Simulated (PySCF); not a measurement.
**Bi³⁺: interval between two levels**

Bi³⁺ [Xe] 4f14 5d10 6s2 → Bi³⁺ [Xe] 4f14 5d10 6s1 6p1 [3P2, M_J = 2], as a difference of total energies. Computed with PySCF 2.14 in x2c-TZVPall-2c (11s11p9d3f, 110 functions), with the two-component X2C-1e Hamiltonian. Correlated levels: [Kr] 4d10 4f14 frozen; the 24 highest virtual spinors dropped. "Screened" scales the spin-orbit matrix elements by Boettger's factors to mimic the two-electron term; Breit and QED terms are absent.

```
                    method  interval between two levels (cm⁻¹)
 GHF (screened spin-orbit)                               84537
GMP2 (screened spin-orbit)                               97954
```

The labels give the starting determinants; with spin-orbit coupling the two ends relaxed to ⟨J²⟩ = 0.00, ⟨L²⟩ = 0.21, ⟨S²⟩ = 0.21 and ⟨J²⟩ = 6.01, ⟨L²⟩ = 2.21, ⟨S²⟩ = 2.21.
